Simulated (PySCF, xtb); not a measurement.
CH6OSiTe, SMILES CO[Te][SiH3].

Coordinates come from a PBE0-D3(BJ)/def2-SVP optimisation. This is a generated structure with no PubChem entry under its InChIKey; it may be hypothetical. The def2 effective core potentials stand for the cores of Te; spin–orbit coupling is left out. The values are those of a single conformer.

The numbers are results of IEF-PCM-B3LYP/def2-SVP (PySCF), not measurements.

The values are the electrostatic part of the solvation free energy, E(continuum) − E(gas) at the gas-phase geometry, in a cavity of scaled van der Waals radii (PySCF's table); cavitation and dispersion terms are not included. In vacuum the orbital gap is 4.05 eV. The dipole moment in vacuum is 1.38 D.

**Question.** Estimate the values in water (ε = 78.36), acetone (ε = 20.49), 1-octanol (ε = 9.86). (Estimate from the structure and the level; the computed values follow.)

**Answer.** 
```csv
solvent,ε,ΔG(elec) (kcal/mol),dipole (D),gap (eV)
water,78.36,-2.8,1.91,4.16
acetone,20.49,-2.7,1.87,4.15
1-octanol,9.86,-2.4,1.82,4.14
```

For comparison, GFN2-xTB/ALPB(water) (xtb, at the GFN2-xTB geometry, all terms of that model) gives -3.0 kcal/mol.
